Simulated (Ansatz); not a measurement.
Calculated with Ansatz (gas phase, PBE0-D4/def2-TZVP geometries, no zero-point term in ΔE). CCSD(T)/CBS adds triple-zeta CCSD(T) − MP2 to the extrapolated MP2 energy (def2 sets, frozen cores). This one scheme is used for every species. DFT in def2-TZVPP. B3LYP here is the variant with VWN-RPA as its local correlation; programs differ in this. Triplets are unrestricted, without spin–orbit coupling. Each species was taken in one conformer, which may not be the lowest.

Reaction (formal loss of a carbene): `C[N]([SiH3])[AlH][F]` → `[CH2]` (triplet) + `[F][AlH][NH][SiH3]`

```tsv
level	ΔE (kJ/mol)	difference from CCSD(T)/CBS
PBE0-D4	387.0	0.0
B3LYP-D4	383.9	-3.1
ωB97X-V	400.1	13.1
PBE	389.3	2.3
r2SCAN	363.1	-23.9
HF/def2-TZVPP	236.9	-150.1
MP2/def2-TZVPP	388.8	1.8
HF/def2-QZVPP	237.0	-150.0
MP2/def2-QZVPP	394.3	7.3
HF/CBS(def2)	237.0	-150.0
CCSD(T)/CBS	387.0	0
```

Largest T1 diagnostic among the species: 0.012.

The D4 term adds +13.6 kJ/mol with B3LYP and +7.3 kJ/mol with PBE0; it sums over pairs of atoms, weighted by their polarisabilities, and B3LYP, whose exchange is more repulsive, gets the larger term. From PBE to PBE0 (25 % exact exchange), in def2-TZVPP and without D4, ΔE moves by −9.7 kJ/mol. In def2-TZVPP, CCSD(T) changes the Hartree–Fock value by +140.5 kJ/mol (the triples alone add +12.2 kJ/mol) and MP2 by +151.9 kJ/mol.
